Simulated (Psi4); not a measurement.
C2H5N, triplet, at a GFN2-xTB geometry of the parent state (a higher spin typed on purpose: for a closed-shell molecule this is an excited state); Psi4 with HF/STO-3G.

The Psi4 input:
```
memory 2 GB

molecule {
0 3
  C     1.06928149   -0.35955971    0.02087445
  N    -0.05456767    0.36781163    0.45848150
  C    -1.15607006    0.24273579   -0.36293770
  H     1.58101274    0.06926463   -0.88808148
  H     1.83344785   -0.37771953    0.81756318
  H     0.86242092   -1.43185037   -0.25794743
  H    -1.28456639   -0.70105407   -0.94261144
  H    -2.08960997    0.56762135    0.11408616
}

set basis sto-3g
set reference rohf

energy('scf')
print_variables()
```

Output, abridged:

```
   => Loading Basis Set <=

    Name: STO-3G
    Role: ORBITAL
    Keyword: BASIS

         ---------------------------------------------------------
                                   SCF
               by Justin Turney, Rob Parrish, Andy Simmonett
                          and Daniel G. A. Smith
                             ROHF Reference
         ---------------------------------------------------------

  ==> Geometry <==

    Molecular point group: c1
    Full point group: C1

    Geometry (in Angstrom), charge = 0, multiplicity = 3:

       Center              X                  Y                   Z               Mass
    ------------   -----------------  -----------------  -----------------  -----------------
         C            1.090093835366    -0.402777910289    -0.005828341551    12.000000000000
         N           -0.033755324634     0.324593429711     0.431778708449    14.003074004430
         C           -1.135257714634     0.199517589711    -0.389640491551    12.000000000000
         H            1.601825085366     0.026046429711    -0.914784271551     1.007825032230
         H            1.854260195366    -0.420937730289     0.790860388449     1.007825032230
         H            0.883233265366    -1.475068570289    -0.284650221551     1.007825032230
         H           -1.263754044634    -0.744272270289    -0.969314231551     1.007825032230
         H           -2.068797624634     0.524403149711     0.087383368449     1.007825032230

  Running in c1 symmetry.

  Rotational constants: A =      1.59479  B =      0.35266  C =      0.30800 [cm^-1]
  Rotational constants: A =  47810.55715  B =  10572.61628  C =   9233.60833 [MHz]
  Nuclear repulsion =   70.714683355697318

  Charge       = 0
  Multiplicity = 3
  Electrons    = 24
  Nalpha       = 13
  Nbeta        = 11

  ==> Algorithm <==

  SCF Algorithm Type is DF.
  DIIS enabled.
  MOM disabled.
  Fractional occupation disabled.
  Guess Type is SAD.
  Energy threshold   = 1.00e-06
  Density threshold  = 1.00e-06
  Integral threshold = 1.00e-12

  ==> Primary Basis <==

  Basis Set: STO-3G
    Blend: STO-3G
    Number of shells: 14
    Number of basis functions: 20
    Number of Cartesian functions: 20
    Spherical Harmonics?: true
    Max angular momentum: 1

   => Loading Basis Set <=

    Name: (STO-3G AUX)
    Role: JKFIT
    Keyword: DF_BASIS_SCF

  ==> Integral Setup <==

  SCF_SUBTYPE=INCORE selected. In-core MEM_DF algorithm will be used.
  Using in-core AOs.

  ==> MemDFJK: Density-Fitted J/K Matrices <==

    J tasked:                   Yes
    K tasked:                   Yes
    wK tasked:                   No
    Algorithm:                 Core
    Schwarz Cutoff:           1E-12
    Mask sparsity (%):       0.5000
    Fitting Condition:        1E-10

   => Auxiliary Basis Set <=

  Basis Set: (STO-3G AUX)
    Blend: DEF2-UNIVERSAL-JKFIT
    Number of shells: 105
    Number of basis functions: 317
    Number of Cartesian functions: 371
    Spherical Harmonics?: true
    Max angular momentum: 4

  Minimum eigenvalue in the overlap matrix is 2.2585609709E-01.
  Reciprocal condition number of the overlap matrix is 9.7186060500E-02.
    Using symmetric orthogonalization.

  ==> Pre-Iterations <==

  SCF Guess: Superposition of Atomic Densities via on-the-fly atomic UHF (no occupation information).

   -------------------------
    Irrep   Nso     Nmo
   -------------------------
     A         20      20
   -------------------------
    Total      20      20
   -------------------------

  ==> Iterations <==

                           Total Energy        Delta E     RMS |[F,P]|

   @DF-ROHF iter SAD:  -128.75398475940881   -1.28754e+02   0.00000e+00
   @DF-ROHF iter   1:  -131.24911799778954   -2.49513e+00   8.48002e-03 DIIS
   @DF-ROHF iter   2:  -131.30140052117832   -5.22825e-02   2.94999e-03 DIIS
   @DF-ROHF iter   3:  -131.30788268452187   -6.48216e-03   1.14636e-03 DIIS
   @DF-ROHF iter   4:  -131.30994199122392   -2.05931e-03   7.00267e-04 DIIS
   @DF-ROHF iter   5:  -131.31148808720496   -1.54610e-03   6.20542e-04 DIIS
   @DF-ROHF iter   6:  -131.31303677402366   -1.54869e-03   5.31639e-04 DIIS
   @DF-ROHF iter   7:  -131.31551074796585   -2.47397e-03   3.61812e-04 DIIS
   @DF-ROHF iter   8:  -131.31666728640812   -1.15654e-03   1.85984e-04 DIIS
   @DF-ROHF iter   9:  -131.31686568448856   -1.98398e-04   9.19712e-05 DIIS
   @DF-ROHF iter  10:  -131.31690021451885   -3.45300e-05   8.28404e-05 DIIS
   @DF-ROHF iter  11:  -131.31690640762469   -6.19311e-06   7.87340e-06 DIIS
   @DF-ROHF iter  12:  -131.31690646095421   -5.33295e-08   1.59697e-06 DIIS
   @DF-ROHF iter  13:  -131.31690646308721   -2.13299e-09   6.99596e-07 DIIS
  Energy and wave function converged.

  ==> Post-Iterations <==

    Orbital Energies [Eh]
    ---------------------

    Doubly Occupied:

       1A    -15.328656     2A    -11.080911     3A    -11.041004
       4A     -1.151437     5A     -0.896251     6A     -0.747414
       7A     -0.588496     8A     -0.566642     9A     -0.538970
      10A     -0.473252    11A     -0.349424

    Singly Occupied:

      12A     -0.159505    13A      0.063628

    Virtual:

      14A      0.640725    15A      0.650846    16A      0.663289
      17A      0.687802    18A      0.718439    19A      0.752078
      20A      0.867994

    Final Occupation by Irrep:
              A
    DOCC [    11 ]
    SOCC [     2 ]
    NA   [    13 ]
    NB   [    11 ]

  @DF-ROHF Final Energy:  -131.31690646308721

   => Energetics <=

    Nuclear Repulsion Energy =             70.7146833556973178
    One-Electron Energy =                -317.7376554885019004
    Two-Electron Energy =                 115.7060656697173897
    Total Energy =                       -131.3169064630871787

Computation Completed

Properties will be evaluated at   0.000000,   0.000000,   0.000000 [a0]

Properties computed using the SCF density matrix

 Multipole Moments:

 ------------------------------------------------------------------------------------
     Multipole            Electronic (a.u.)      Nuclear  (a.u.)        Total (a.u.)
 ------------------------------------------------------------------------------------

 L = 1.  Multiply by 2.5417464519 to convert [e a0] to [Debye]
 Dipole X            :         -0.8589805            0.9439113            0.0849308
 Dipole Y            :          1.6002654           -1.9600937           -0.3598283
 Dipole Z            :          0.7529862           -1.2110631           -0.4580769
 Magnitude           :                                                    0.5886630

 ------------------------------------------------------------------------------------

  Variable Map:
  ----------------------------------------------------------------------------
  "CURRENT ENERGY"           =>    -131.316906463087
  "CURRENT REFERENCE ENERGY" =>    -131.316906463087
  "DD SOLVATION ENERGY"      =>       0.000000000000
  "HF KINETIC ENERGY"        =>     130.612775134601
  "HF POTENTIAL ENERGY"      =>    -261.929681597689
  "HF TOTAL ENERGY"          =>    -131.316906463087
  "HF VIRIAL RATIO"          =>       2.005390983598
  "NUCLEAR REPULSION ENERGY" =>      70.714683355697
  "ONE-ELECTRON ENERGY"      =>    -317.737655488502
  "PCM POLARIZATION ENERGY"  =>       0.000000000000
  "PE ENERGY"                =>       0.000000000000
  "SCF ITERATION ENERGY"     =>    -131.316906463087
  "SCF ITERATIONS"           =>      13.000000000000
  "SCF TOTAL ENERGY"         =>    -131.316906463087
  "TWO-ELECTRON ENERGY"      =>     115.706065669717

  Array Variable Map:
  ----------------------------------------------------------------------------
  "CURRENT DIPOLE"           =>       0.084930768080 ... -0.458076902268 1 by 3
  "SCF DIPOLE"               =>       0.084930768080 ... -0.458076902268 1 by 3
  "SCF TOTAL ENERGIES"       =>    -128.753984759409 ... -131.316906463087 1 by 14
```
